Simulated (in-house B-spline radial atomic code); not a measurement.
Results of a calculation; reference values are marked as such.
**Softness against transferability: the 4s channel of Ag**

Ag, [Kr] 4d10 5s1, non-relativistic LDA (VWN5), spherical and spin-unpolarised, from an all-electron radial atomic-structure program (B-spline basis) (atomic units). The all-electron 4s level is ε = -3.223092 hartree, its outermost node lies just inside 0.47 bohr and its outer maximum at 0.85 bohr.

Troullier-Martins pseudo-orbitals are made for several radii. The cutoffs (hartree) are the plane-wave energies beyond which the orbital holds less than the named kinetic energy per electron. The phase error is the difference, pseudo minus all-electron, of arctan(R P'/P) at R = 1.49 bohr for all radii, half a hartree below and above the level.

```
r_c (bohr)  V_l(0) (hartree)  cutoff for 10 mEh  for 1 mEh  for 0.1 mEh  phase error at ε − 0.5 (mrad)  at ε + 0.5 (mrad)
      0.64            -60.34                257        436        > 450                          -21.0               -4.1
      0.74            -16.76                114        221          437                           -6.1               -0.8
      0.85              4.98               54.5        108          180                           -3.3               -0.4
      0.96              8.27               53.3       78.9          128                           -2.9               -0.4
      1.08              4.28               48.4       70.6          114                           -4.7               -0.6
      1.19              0.90               40.5         57         96.3                           -9.4               -1.2
```

**Question.** Which radius needs the lowest cutoff for 1 mEh while both phase errors stay within 6.2 mrad?

**Answer.** The radii within that limit are 0.74, 0.85, 0.96, 1.08 bohr; of these r_c = 1.08 needs the least, 70.6 hartree, that is 141 Ry or 1921 eV.

**Question.** What does the larger radius buy, and what does it cost?

**Answer.** From r_c = 0.64 to 1.19 bohr the cutoff for 1 mEh goes from 436 to 57 hartree, a factor of 7.65, against 3.46 for a pure 1/r_c² scaling, end to end; step by step it is 436, 221, 108, 78.9, 70.6, 57, and for 0.1 mEh > 450, 437, 180, 128, 114, 96.3; the number of plane waves goes as the cutoff to the power 3/2, here a factor of 21.2. The larger of the two phase errors is least at r_c = 0.96 bohr, 2.9 mrad; it is 21.0 at the smallest radius and 9.4 at the largest. These errors test the reference atom alone. The smallest radius lies well inside the outer maximum, where the nodeless form must bend sharply to keep the norm, so it is both harder and scatters less well than the next. Large radii also let the cores of neighbours overlap, which an atom doesn't show.
